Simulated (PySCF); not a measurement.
## Fractional electron number in Pt⁺ (platinum, charge +1)

The 5d beta orbital of [Xe] 4f14 5d9 is emptied in steps (occupation f), with all orbitals relaxed, ending at [Xe] 4f14 5d8. Computed with PySCF 2.14 in aug-cc-pVDZ-PP with ECP60MDF (5s5p4d2f, 54 functions), with scalar relativity through the core potential. The exact energy is a straight line in f; departures are measured from the line between the end points of the same method.

| f | LDA (eV) | PBE (eV) |
| --- | --- | --- |
| 1 | 0.000 | 0.000 |
| 0.8 | -0.861 | -0.817 |
| 0.6 | -1.312 | -1.252 |
| 0.4 | -1.327 | -1.269 |
| 0.2 | -0.892 | -0.854 |
| 0 | 0.000 | 0.000 |

```csv
method,E(f=0) − E(f=1) (eV),−ε at f=1 (eV),−ε at f=0.4 (eV)
LDA,19.555,14.296,20.595
PBE,19.116,14.176,20.102
```

Orbital energy along the path (eV):

```
  f      LDA      PBE
  1  -14.296  -14.176
0.8  -16.246  -15.943
0.6  -18.378  -17.971
0.4  -20.595  -20.102
0.2  -22.865  -22.281
  0  -25.170  -24.499
```

Reference removal energy between the ground levels: 18.56 ± 0.12 eV (measured; NIST Atomic Spectra Database, ionization energies). The calculation has no spin-orbit coupling. The determinant left behind need not be the lowest term of the ion.
